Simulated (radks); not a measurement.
Isoelectronic series with 24 electrons, each ion in its NIST ground configuration. Method: Dirac Kohn-Sham, PBE, spin-unpolarised, spherical densities, finite nucleus; open shells fill j = l - 1/2 first; Fermi nuclear charge, rms radius of each element as measured or else 0.836 A^(1/3) + 0.57 fm; computed with a radial shooting solver on a logarithmic mesh with Libxc functionals. Total energies (hartree) and mean radii <r> (bohr):

| ion | configuration | E (hartree) | 3d5/2 | 3d3/2 |
|---|---|---|---|---|
| Cr | [Ar] 3d5 4s1 | -1050.54610 | 1.525 | 1.513 |
| Fe2+ | [Ar] 3d6 | -1271.56441 | 1.084 | 1.079 |
| Ni4+ | [Ar] 3d6 | -1516.11836 | 0.8419 | 0.8385 |
| Zn6+ | [Ar] 3d6 | -1784.04451 | 0.7035 | 0.7007 |
| Ge8+ | [Ar] 3d6 | -2075.41002 | 0.6094 | 0.6068 |
| Se10+ | [Ar] 3d6 | -2390.34144 | 0.5398 | 0.5372 |
| Kr12+ | [Ar] 3d6 | -2728.99822 | 0.4856 | 0.4830 |
| Sr14+ | [Ar] 3d6 | -3091.56532 | 0.4419 | 0.4393 |
| Zr16+ | [Ar] 3d6 | -3478.24935 | 0.4058 | 0.4032 |
| Mo18+ | [Ar] 3d6 | -3889.27573 | 0.3754 | 0.3727 |
| Ru20+ | [Ar] 3d6 | -4324.89570 | 0.3494 | 0.3467 |
| Pd22+ | [Ar] 3d6 | -4785.37762 | 0.3268 | 0.3241 |
| Cd24+ | [Ar] 3d6 | -5271.00999 | 0.3071 | 0.3043 |
| Sn26+ | [Ar] 3d6 | -5782.10835 | 0.2896 | 0.2867 |
| Te28+ | [Ar] 3d6 | -6319.00385 | 0.2741 | 0.2711 |
| Xe30+ | [Ar] 3d6 | -6882.06437 | 0.2602 | 0.2571 |
